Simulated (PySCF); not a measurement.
Ionisation energy of Pb by level of theory

Pb [Xe] 4f14 5d10 6s2 6p2 (3P) → Pb⁺ [Xe] 4f14 5d10 6s2 6p1 (2P), as a difference of total energies. Calculation: PySCF 2.14, in x2c-TZVPPall with one added diffuse shell each of s, p, d, f type (12s8p7d4f, 99 functions); the spin-free X2C one-electron Hamiltonian (Gaussian nucleus). Correlated levels: valence and next inner shell: [Kr] 4d10 4f14 frozen. The calculations carry no spin-orbit coupling.

```
                                method  ionisation energy (eV)
                                   UHF                   6.594
    MP2 (valence and next inner shell)                   6.979
SCS-MP2 (valence and next inner shell)                   6.849
   CCSD (valence and next inner shell)                   6.928
CCSD(T) (valence and next inner shell)                   6.954
```

Q: How much does correlation contribute at CCSD(T) (valence and next inner shell)?

A: 6.954 − (6.594) = 0.360 eV, measured against UHF.

Spin-orbit coupling is strong in these open shells (close to jj coupling). The scalar numbers leave it out and a first-order estimate fails, so it can dominate the gap to the real levels.

Errors of the correlated levels include the incompleteness of this basis and the frozen core.

For comparison: 7.417 eV (measured; NIST Atomic Spectra Database, ionization energies).
